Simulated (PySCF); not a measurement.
**Electronic absorption of C7H12O2**

C₇H₁₂O₂.
SMILES: `CC[C@H]1CCCOC1=O`

Method used: PySCF 2.14.0, density-fitted response routines, TDDFT wB97X-D/def2-SVPD, vertical, gas phase, core orbitals frozen in the response. The structure is a single PBE0-D3(BJ)/def2-SVP conformer in the gas phase; no vibrational or solvent corrections.

**Question.** Predict the UV-vis stick spectrum at this level.

**Answer.** 

```
state  E (eV)  λ (nm)  ν̃ (cm⁻¹)       f  |μ| (D)   main configurations (H = HOMO, L = LUMO)
   S1    5.67   218.8      45700  0.0004     0.14                     H→L (66%), H→L+1 (21%)
   S2    7.64   162.4      61590   0.071     1.56                   H-1→L (60%), H-2→L (11%)
   S3    7.96   155.8      64200   0.046     1.23      H-2→L (28%), H-1→L (23%), H-3→L (15%)
   S4    8.05   154.0      64920   0.019     0.78        H→L+4 (39%), H→L+1 (16%), H→L (12%)
   S5    8.46   146.6      68240  0.0082     0.50                   H-3→L (57%), H-2→L (26%)
   S6    8.55   145.0      68980  0.0044     0.37                                H→L+3 (76%)
   S7    8.63   143.6      69630   0.018     0.73    H-4→L (28%), H-1→L+1 (14%), H→L+1 (11%)
   S8    8.66   143.2      69810   0.010     0.56  H-1→L+1 (45%), H-1→L+4 (14%), H→L+1 (10%)
   S9    8.71   142.4      70240   0.057     1.31                   H-4→L (41%), H→L+1 (16%)
  S10    8.96   138.4      72250   0.024     0.84                   H→L+2 (62%), H→L+4 (16%)
```

Triplets (Tamm–Dancoff): T1 5.19 eV, H→L (63%), H→L+1 (22%); T2 5.95 eV, H-1→L (56%), H-1→L+1 (19%); T3 7.51 eV, H-2→L (42%), H-3→L (15%), H-2→L+1 (10%); T4 7.93 eV, H→L+4 (39%), H→L (16%), H→L+1 (14%).

The lowest singlet comes at 219 nm (547 kJ/mol) in the ultraviolet; it is dark (f under 0.0005); its leading configuration is HOMO→LUMO (66%). The most intense listed level is S2 at 7.64 eV (162 nm, f = 0.071), 1.97 eV above S1. Löwdin shares by element: HOMO oxygen 66%, carbon 20% or more; LUMO carbon 30% or more, oxygen 23% (atoms not listed hold the other 46%). Orbital energies (eV): HOMO-3 -11.23, HOMO-2 -11.05, HOMO-1 -10.39, HOMO -9.61, LUMO 1.73, LUMO+1 2.39, LUMO+2 2.58. Weighted by f, the mean energy of these states is 8.23 eV. The oscillator strengths of these states sum to 0.257; summed over the whole spectrum of an exact calculation they would give the number of electrons, 70 (Thomas–Reiche–Kuhn). All these states lie below the vertical ionisation energy of 9.86 eV (ΔSCF). Singlets were solved by full linear response, triplets in the Tamm–Dancoff approximation.

Time: 8.8 min of wall time. Hardware: an Arm Neoverse N1 with one thread (shared host).
